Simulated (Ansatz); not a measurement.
One change: `SB[SiH2][SbH2]` becomes `FC[SiH2]BS`.

Ansatz, PBE0-D4/def2-TZVP geometries, multiplicity 1. Each molecule was computed in one conformer, which needn't be the lowest.

Elements past krypton have def2 core potentials.  Spin–orbit coupling is left out; it splits and shifts lone-pair levels of the heavy atoms by tenths of an eV.

```
                                          property  `SB[SiH2][SbH2]`
             HOMO energy (ωB97M-V/def2-TZVPP) / eV             -8.85
    size of the dipole moment (PBE/def2-TZVPP) / D              0.78
               LUMO energy (B3LYP/def2-TZVPP) / eV             -1.99
               HOMO–LUMO gap (PBE/def2-TZVPP) / eV              3.37
size of the dipole moment (ωB97M-V/def2-TZVPP) / D              0.99
             LUMO energy (ωB97M-V/def2-TZVPP) / eV             -0.02
```

Give the same properties after the change, and the shifts. (Estimate.)

Computed: 
| property | `FC[SiH2]BS` | shift |
| --- | --- | --- |
| HOMO energy (ωB97M-V/def2-TZVPP) / eV | -10.40 | -1.55 |
| size of the dipole moment (PBE/def2-TZVPP) / D | 2.83 | 2.05 |
| LUMO energy (B3LYP/def2-TZVPP) / eV | -2.09 | -0.10 |
| HOMO–LUMO gap (PBE/def2-TZVPP) / eV | 3.96 | 0.59 |
| size of the dipole moment (ωB97M-V/def2-TZVPP) / D | 2.96 | 1.97 |
| LUMO energy (ωB97M-V/def2-TZVPP) / eV | 0.05 | 0.07 |

With PBE0 the HOMO falls by 1.25 eV and the LUMO falls by 0.08 eV, so the gap widens by about 1.17 eV. PBE moves the HOMO by -0.76 eV and ωB97M-V by -1.55 eV. Dipoles are sizes alone; their direction can turn.

Positive LUMOs are unbound, so they and the gaps depend on the basis.

B3LYP here is the variant with VWN-RPA as its local correlation; programs differ in this.
